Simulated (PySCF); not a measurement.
Compound: C5H10F4N (charge +1).
Cartesian coordinates in Å at the GFN2-xTB level; atoms count from 1:
```xyz
20
C5H10F4N angstrom
C     -1.9938   -0.9886    0.5651
N     -0.8911   -0.5510   -0.3225
C      0.0748    0.4227    0.2717
C      1.4173    0.3806   -0.4724
C      2.1723   -0.9224   -0.2312
F      1.3918   -1.9811   -0.6638
C     -0.5289    1.8464    0.1821
F      0.3453    2.7700    0.5344
F     -1.6074    1.9687    0.9555
F     -0.9204    2.0808   -1.0785
H     -1.5862   -1.4797    1.4466
H     -2.6066   -0.1463    0.8784
H     -2.6238   -1.6986    0.0331
H     -0.3484   -1.3896   -0.6026
H     -1.2869   -0.1488   -1.1857
H      0.2117    0.1809    1.3329
H      2.0475    1.2015   -0.1269
H      1.2506    0.5191   -1.5440
H      3.1010   -0.9541   -0.8030
H      2.3762   -1.0998    0.8276
```

Structure optimised with GFN2-xTB, isolated species.

Take the most abundant isotopes and a rigid rotor. The values belong to one conformer with, in the numbering `[CH3:1][NH2+:2][C@@H:3]([CH2:4][CH2:5][F:6])[C:7]([F:8])([F:9])[F:10]`, C1–N2–C3–C4 158°, N2–C3–C4–C5 -69°, C3–C4–C5–F6 60°.

(1) What are A, B and C (cm⁻¹)?

(2) What kind of rotor is it?

(3) What does the inertial defect say?

(4) Where do the levels up to J = 2 lie, in MHz?

(5) Estimate the classical rotational partition function at 50 K, 200 K and 500 K.

## Answers

(1) Ia = 277.23, Ib = 549.79, Ic = 709.90 u·Å²; 505379 MHz·u·Å²/I gives 1823, 919.2 and 711.9 MHz, that is A = 0.06081, B = 0.03066, C = 0.02375 cm⁻¹.

(2) An asymmetric top; Ray's κ = -0.627.

(3) Not planar: Δ = Ic − Ia − Ib = -117.12 u·Å². For a rigid frame Δ = −2 Σ m c², so Σ m c² = 58.56 u·Å² lies off the ab plane: 9.61 from hydrogen and 48.95 from heavier atoms. The atom farthest from that plane is 1.45 Å away.

(4) Above 0(0,0):
J = 1: 1(0,1) 1631, 1(1,1) 2535, 1(1,0) 2742
J = 2: 2(0,2) 4862, 2(1,2) 5590, 2(1,1) 6212, 2(2,1) 8923, 2(2,0) 8955
Those of J = 1 are B + C, A + C and A + B.

(5) Point group C1, symmetry number σ = 1; q = (√π/σ)·√((kT/h)³/(ABC)), k/h = 20836.6 MHz/K: 54600 at 50 K, 437000 at 200 K, 1730000 at 500 K.

Stationary, but not proved a minimum. Zero-point vibration and centrifugal distortion are left out.

All values are computed, not measured.
